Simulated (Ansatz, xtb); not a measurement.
Two isomers of C5H9NO2

Structure I is `C=COCCC(N)=O`, a singlet and structure II is `[H]/N=C(/O)CCOC=C`, a singlet. Both are isolated molecules in the gas phase, relaxed with B3LYP-D3(BJ)/def2-SVP, each in the lowest conformer that the search found.

Quicker runs give these differences E(II) − E(I): GFN2-xTB +0.477 eV; HF/STO-3G +0.326 eV (at GFN2-xTB geometries); r2SCAN-D4/def2-SVP +0.684 eV (at GFN2-xTB geometries).

Q: Estimate E(II) − E(I) at the level CCSD(T)/def2-SVP + ΔMP2/def2-TZVPP.

A: Calculated at CCSD(T)/def2-SVP + ΔMP2/def2-TZVPP: E(II) − E(I) = +0.496 eV, so structure I lies lower.

How the difference moves with the method:

| level | geometry | E(II) − E(I) (eV) | departure from the last row (eV) | job, with rough time for the two |
| --- | --- | --- | --- | --- |
| GFN2-xTB | GFN2-xTB | +0.477 | −0.019 | optimisation, 0.66 s |
| HF/STO-3G | GFN2-xTB | +0.326 | −0.170 | single point, 0.94 s |
| r2SCAN-D4/def2-SVP | GFN2-xTB | +0.684 | +0.187 | single point, 6.1 s |
| B3LYP-D3(BJ)/def2-SVP | B3LYP-D3(BJ)/def2-SVP | +0.655 | +0.159 | optimisation, 2.7 min |
| HF/def2-SVP | B3LYP-D3(BJ)/def2-SVP | +0.657 | +0.161 | part of the CCSD(T) run |
| MP2/def2-SVP | B3LYP-D3(BJ)/def2-SVP | +0.619 | +0.123 | part of the CCSD(T) run |
| CCSD(T)/def2-SVP | B3LYP-D3(BJ)/def2-SVP | +0.575 | +0.079 | single point |
| CCSD(T)/def2-SVP + ΔMP2/def2-TZVPP | B3LYP-D3(BJ)/def2-SVP | +0.496 |  | single point, 3.8 min |

As drawn, II has 1 C=N, 1 C–O, 1 O–H in place of 1 C–N, 1 C=O, 1 N–H.

None of the levels shown reverses the order. The largest departure from CCSD(T)/def2-SVP + ΔMP2/def2-TZVPP is that of r2SCAN-D4/def2-SVP, 0.187 eV. The last row adds to CCSD(T) the change of the MP2 difference between the two basis sets, here −0.079 eV.

With thermal terms from frequencies at re-optimised GFN2-xTB minima (ideal gas, soft modes damped towards free rotors, one conformer each, 298.15 K, 1 atm): the zero-point term adds +0.002 eV; ΔH is +0.495 and ΔG +0.497 eV.

The correlated steps freeze 8 core orbitals. Codes used: Ansatz 0.2.0, xtb 6.7.1; the last row on 2 threads of Intel(R) Xeon(R) Processor @ 2.70GHz on a shared host.
